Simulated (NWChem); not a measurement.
System: C$_{2}$H$_{5}$S, doublet; SMILES CC[S]

NWChem input:

```
start job
memory heap 200 mb stack 900 mb global 1100 mb
geometry units angstroms noautosym nocenter noautoz
  C      0.381973    -1.585407     0.000000
  C     -0.611751    -0.438404     0.000000
  S      0.100502     1.211133     0.000000
  H      1.030257    -1.544942     0.887934
  H     -0.140389    -2.555989     0.000000
  H      1.030257    -1.544942    -0.887934
  H     -1.287571    -0.483420     0.873994
  H     -1.287571    -0.483420    -0.873994
end
basis spherical
  * library def2-tzvp
end
dft
  odft
  mult 2
  xc pbe0
  iterations 150
end
property
  hyperfine
end
task dft property
```

Parts of the log:

```
             Northwest Computational Chemistry Package (NWChem) 7.3.0
             --------------------------------------------------------

                             Geometry "geometry" -> ""
                             -------------------------

 Output coordinates in angstroms (scale by  1.889725989 to convert to a.u.)

  No.       Tag          Charge          X              Y              Z
 ---- ---------------- ---------- -------------- -------------- --------------
    1 C                    6.0000     0.38197300    -1.58540700     0.00000000
    2 C                    6.0000    -0.61175100    -0.43840400     0.00000000
    3 S                   16.0000     0.10050200     1.21113300     0.00000000
    4 H                    1.0000     1.03025700    -1.54494200     0.88793400
    5 H                    1.0000    -0.14038900    -2.55598900     0.00000000
    6 H                    1.0000     1.03025700    -1.54494200    -0.88793400
    7 H                    1.0000    -1.28757100    -0.48342000     0.87399400
    8 H                    1.0000    -1.28757100    -0.48342000    -0.87399400

 Effective nuclear repulsion energy (a.u.)      97.9567539010

                              NWChem Property Module
                              ----------------------

  itol2e modified to match energy
  convergence criterion.

                                 NWChem DFT Module
                                 -----------------

 Summary of "ao basis" -> "ao basis" (spherical)
 ------------------------------------------------------------------------------
       Tag                 Description            Shells   Functions and Types
 ---------------- ------------------------------  ------  ---------------------
 C                         def2-tzvp                11       31   5s3p2d1f
 S                         def2-tzvp                13       37   5s5p2d1f
 H                         def2-tzvp                 4        6   3s1p

  itol2e modified to match energy
  convergence criterion.

            General Information
            -------------------
          SCF calculation type: DFT
          Wavefunction type:  spin polarized.
          No. of atoms     :     8
          No. of electrons :    33
           Alpha electrons :    17
            Beta electrons :    16
          Charge           :     0
          Spin multiplicity:     2
          Use of symmetry is: off; symmetry adaption is: off
          Maximum number of iterations: 150
          AO basis - number of functions:   129
                     number of shells:    55
          Convergence on energy requested:  1.00D-07
          Convergence on density requested:  1.00D-05
          Convergence on gradient requested:  5.00D-04

              XC Information
              --------------
                         PBE0 Method XC Functional
                     Hartree-Fock (Exact) Exchange  0.250
          PerdewBurkeErnzerhof Exchange Functional  0.750
            Perdew 1991 LDA Correlation Functional  1.000 local
           PerdewBurkeErnz. Correlation Functional  1.000 non-local

             Grid Information
             ----------------
          Grid used for XC integration:  fine
          Radial quadrature: Mura-Knowles
          Angular quadrature: Lebedev.
          Tag              B.-S. Rad. Rad. Pts. Rad. Cut. Ang. Pts.
          ---              ---------- --------- --------- ---------
          C                   0.70       70          10.0       590
          S                   1.00      123          11.0       770
          H                   0.35       60          11.0       590
          Grid pruning is: on
          Number of quadrature shells:   563
          Spatial weights used:  Erf1

      Superposition of Atomic Density Guess
      -------------------------------------

 Sum of atomic energies:        -475.32120374

      Non-variational initial energy
      ------------------------------

 Total energy =    -476.751425
 1-e energy   =    -846.922651
 2-e energy   =     272.214472
 HOMO         =      -0.264344
 LUMO         =       0.072032

   convergence    iter        energy       DeltaE   RMS-Dens  Diis-err
 ---------------- ----- ----------------- --------- --------- ---------
 d= 0,ls=0.0,diis     1   -477.1355164212 -5.75D+02  1.78D-03  1.30D-01
                                                     1.83D-03  1.27D-01
 d= 0,ls=0.0,diis     2   -477.1572096512 -2.17D-02  1.34D-03  3.23D-02
                                                     1.28D-03  2.88D-02
 d= 0,ls=0.0,diis     3   -477.1628450861 -5.64D-03  5.19D-04  2.01D-02
                                                     5.40D-04  2.02D-02
 d= 0,ls=0.0,diis     4   -477.1734965035 -1.07D-02  7.33D-05  1.56D-04
                                                     6.65D-05  1.42D-04
 d= 0,ls=0.0,diis     5   -477.1735720398 -7.55D-05  3.00D-05  3.56D-05
                                                     3.55D-05  3.44D-05
  Resetting Diis
 d= 0,ls=0.0,diis     6   -477.1735934455 -2.14D-05  1.08D-05  2.66D-06
                                                     1.32D-05  2.90D-06
 d= 0,ls=0.0,diis     7   -477.1735954176 -1.97D-06  4.41D-06  1.39D-07
                                                     3.10D-06  8.85D-08
 d= 0,ls=0.0,diis     8   -477.1735954865 -6.89D-08  1.72D-06  6.23D-08
                                                     2.07D-06  7.15D-08

         Total DFT energy =     -477.173595486477
      One electron energy =     -849.884263970712
           Coulomb energy =      312.896514956207
    Exchange-Corr. energy =      -38.142600372977
 Nuclear repulsion energy =       97.956753901005

 Numeric. integr. density =       33.000001263060

                    DFT Final Alpha Molecular Orbital Analysis
                    ------------------------------------------

 Vector   15  Occ=1.000000D+00  E=-3.565967D-01
              MO Center= -4.3D-02, -1.5D-01, -1.9D-09, r^2= 3.4D+00
   Bfn.  Coefficient  Atom+Function         Bfn.  Coefficient  Atom+Function
  ----- ------------  ---------------      ----- ------------  ---------------
    78      0.325053  3 S  py                38     -0.178168  2 C  py
    81      0.174713  3 S  py               107     -0.164309  5 H  s
    75      0.147269  3 S  py                41     -0.144031  2 C  py
     7      0.140277  1 C  py                37     -0.135948  2 C  px
    77      0.131747  3 S  px                69     -0.124438  3 S  py

[...]

          ----------------------
          Hyperfine Interactions
          ----------------------

 Total Spin Density (Fermi Contact Term)
 ------------------ --------------------
     Atom            x         y         z       Density (a.u.)      Aiso(MHz)     Aiso(Gauss)
     1  13-C      0.72182  -2.99598   0.00000      -0.002280         -2.563095      -0.914575
     2  13-C     -1.15604  -0.82846   0.00000      -0.014530        -16.334997      -5.828723
     3  33-S      0.18992   2.28871   0.00000       0.102559         35.226392      12.569631
     4   1-H      1.94690  -2.91952   1.67795       0.000044          0.198751       0.070919
     5   1-H     -0.26530  -4.83012   0.00000      -0.000567         -2.536271      -0.905003
     6   1-H      1.94690  -2.91952  -1.67795       0.000044          0.198751       0.070919
     7   1-H     -2.43316  -0.91353   1.65161       0.017072         76.311628      27.229841
     8   1-H     -2.43316  -0.91353  -1.65161       0.017072         76.311585      27.229825

           -------------------------------------------
           Anisotropic Interaction (Spin-Dipolar Term)
           -------------------------------------------

 ------------------------------------------------------------
     Atom            x         y         z
 ------------------------------------------------------------
     1  13-C      0.72182  -2.99598   0.00000

   Spin-Dipolar term (a.u.)
        xx             yy             zz             xy             xz             yz
 ------------------------------------------------------------------------------------------
      -0.003625       0.008584      -0.004959      -0.001706       0.000000      -0.000000

   Principal Comp. of -hf- tensor (au)            Anisotropic -hfcc- (MHz)               Anisotropic -hfcc- (Gauss)
 --------------------------------------------------------------------------------------------------------------------------
     -0.003859     0.008818    -0.004959      -0.517791     1.183235    -0.665444      -0.184760     0.422207    -0.237447

   Orientation of the principal axis of Hyperfine Tensor w.r.t absolute (molecular) frame
 --------------------------------------------------------------------------------------------------------------------------
      0.990727    -0.135864    -0.000000
      0.135864     0.990727     0.000000
      0.000000    -0.000000     1.000000

 ------------------------------------------------------------
     Atom            x         y         z
 ------------------------------------------------------------
     2  13-C     -1.15604  -0.82846   0.00000

   Spin-Dipolar term (a.u.)
        xx             yy             zz             xy             xz             yz
 ------------------------------------------------------------------------------------------
      -0.024828      -0.013789       0.038617       0.002320      -0.000000       0.000000

   Principal Comp. of -hf- tensor (au)            Anisotropic -hfcc- (MHz)               Anisotropic -hfcc- (Gauss)
 --------------------------------------------------------------------------------------------------------------------------
     -0.025296    -0.013321     0.038617      -3.394446    -1.787596     5.182042      -1.211221    -0.637858     1.849078

   Orientation of the principal axis of Hyperfine Tensor w.r.t absolute (molecular) frame
 --------------------------------------------------------------------------------------------------------------------------
      0.980271     0.197657    -0.000000
     -0.197657     0.980271     0.000000
      0.000000    -0.000000     1.000000

 ------------------------------------------------------------
     Atom            x         y         z
 ------------------------------------------------------------
     3  33-S      0.18992   2.28871   0.00000

   Spin-Dipolar term (a.u.)
        xx             yy             zz             xy             xz             yz
 ------------------------------------------------------------------------------------------
      -2.130633      -2.100135       4.230768       0.006585      -0.000001       0.000001

   Principal Comp. of -hf- tensor (au)            Anisotropic -hfcc- (MHz)               Anisotropic -hfcc- (Gauss)
 --------------------------------------------------------------------------------------------------------------------------
     -2.131994    -2.098774     4.230768     -87.409810   -86.047815   173.457625     -31.189941   -30.703948    61.893890

   Orientation of the principal axis of Hyperfine Tensor w.r.t absolute (molecular) frame
 --------------------------------------------------------------------------------------------------------------------------
      0.979298     0.202425    -0.000000
     -0.202425     0.979298     0.000000
      0.000000    -0.000000     1.000000

 ------------------------------------------------------------
     Atom            x         y         z
 ------------------------------------------------------------
     4   1-H      1.94690  -2.91952   1.67795

   Spin-Dipolar term (a.u.)
        xx             yy             zz             xy             xz             yz
 ------------------------------------------------------------------------------------------
      -0.002933       0.006646      -0.003713      -0.004100       0.000765      -0.002489

   Principal Comp. of -hf- tensor (au)            Anisotropic -hfcc- (MHz)               Anisotropic -hfcc- (Gauss)
 --------------------------------------------------------------------------------------------------------------------------
     -0.004525     0.008706    -0.004182      -2.414071     4.645214    -2.231142      -0.861399     1.657525    -0.796126

   Orientation of the principal axis of Hyperfine Tensor w.r.t absolute (molecular) frame
 --------------------------------------------------------------------------------------------------------------------------
      0.794841    -0.337159    -0.504530
      0.394490     0.918870     0.007436
      0.461091    -0.204943     0.863362

 ------------------------------------------------------------
     Atom            x         y         z
 ------------------------------------------------------------
     5   1-H     -0.26530  -4.83012   0.00000

   Spin-Dipolar term (a.u.)
        xx             yy             zz             xy             xz             yz
 ------------------------------------------------------------------------------------------
      -0.002713       0.005066      -0.002353      -0.000497      -0.000000      -0.000000

   Principal Comp. of -hf- tensor (au)            Anisotropic -hfcc- (MHz)               Anisotropic -hfcc- (Gauss)
 --------------------------------------------------------------------------------------------------------------------------
     -0.002745     0.005098    -0.002353      -1.464346     2.720043    -1.255696      -0.522514     0.970577    -0.448063

   Orientation of the principal axis of Hyperfine Tensor w.r.t absolute (molecular) frame
 --------------------------------------------------------------------------------------------------------------------------
      0.997981    -0.063520    -0.000000
      0.063520     0.997981    -0.000000
      0.000000     0.000000     1.000000

 ------------------------------------------------------------
     Atom            x         y         z
 ------------------------------------------------------------
     6   1-H      1.94690  -2.91952  -1.67795

   Spin-Dipolar term (a.u.)
        xx             yy             zz             xy             xz             yz
 ------------------------------------------------------------------------------------------
      -0.002933       0.006646      -0.003713      -0.004100      -0.000765       0.002489

   Principal Comp. of -hf- tensor (au)            Anisotropic -hfcc- (MHz)               Anisotropic -hfcc- (Gauss)
 --------------------------------------------------------------------------------------------------------------------------
     -0.004525     0.008706    -0.004182      -2.414071     4.645214    -2.231143      -0.861399     1.657525    -0.796126

   Orientation of the principal axis of Hyperfine Tensor w.r.t absolute (molecular) frame
 --------------------------------------------------------------------------------------------------------------------------
      0.794842    -0.337159     0.504530
      0.394490     0.918870    -0.007436
     -0.461090     0.204943     0.863362

 ------------------------------------------------------------
     Atom            x         y         z
 ------------------------------------------------------------
     7   1-H     -2.43316  -0.91353   1.65161

   Spin-Dipolar term (a.u.)
        xx             yy             zz             xy             xz             yz
 ------------------------------------------------------------------------------------------
       0.002588       0.002611      -0.005199       0.008604      -0.007523      -0.003259

   Principal Comp. of -hf- tensor (au)            Anisotropic -hfcc- (MHz)               Anisotropic -hfcc- (Gauss)
 --------------------------------------------------------------------------------------------------------------------------
     -0.004128     0.014260    -0.010132      -2.202515     7.608296    -5.405781      -0.785911     2.714825    -1.928914

[...]
```

Level: PBE0/def2-TZVP, spin-unrestricted, contact and dipolar terms. In the optimisation the excess spin sits in a" (Cs, its own frame). Geometry: optimised at PBE0/def2-SVP, spin-unrestricted. No stability test was run on the SCF state.
